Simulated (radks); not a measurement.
Values are calculated unless marked as measured or tabulated.
Problem. Level of theory: Dirac Kohn-Sham, PBEsol, spin-unpolarised, spherical densities, point nucleus; open shells are shared between the two j in proportion to 2j + 1 (a radial shooting solver on a logarithmic mesh with Libxc functionals). Each species is in its NIST ground configuration. Rank Os2+, Pt2+, W2+, Lu2+, Au2+, Ir2+, Ta2+, Re2+, Hg2+, Hf2+ by radius at which the density is 0.001 e/bohr^3 (bohr), largest first.

Solution. Lu2+ 4.05, Ta2+ 3.75, W2+ 3.74, Hf2+ 3.71, Re2+ 3.71, Os2+ 3.66, Ir2+ 3.61, Pt2+ 3.56, Au2+ 3.50, Hg2+ 3.45.
